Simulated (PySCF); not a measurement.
## Excitation energy of Ag by level of theory

Ag [Kr] 4d10 5s1 (2S) → Ag [Kr] 4d9 5s1 6s1 (4D), as a difference of total energies. Calculation: PySCF 2.14, in x2c-TZVPPall with one added diffuse shell each of s, p, d, f type (9s7p7d3f1g, 95 functions); the spin-free X2C one-electron Hamiltonian (Gaussian nucleus). Correlated levels: valence: [Kr] frozen. The calculations carry no spin-orbit coupling.

```
           method  excitation energy (eV)
              UHF                   8.377
    MP2 (valence)                  10.289
SCS-MP2 (valence)                  10.169
   CCSD (valence)                   9.881
CCSD(T) (valence)                  10.011
```

Problem. How much does correlation contribute at CCSD(T) (valence)?

Solution. 10.011 − (8.377) = 1.634 eV, measured against UHF.

A first-order spin-orbit estimate (lowest level to lowest level, LS coupling) adds -0.233 eV.

The upper state lies above the first ionisation limit, but in LS coupling its spin forbids autoionisation to the ground ion. A Rydberg-like electron needs more diffuse functions than a valence basis has.

The promoted electron is Rydberg-like, and one or two diffuse shells describe it only roughly, which tends to raise the upper state.
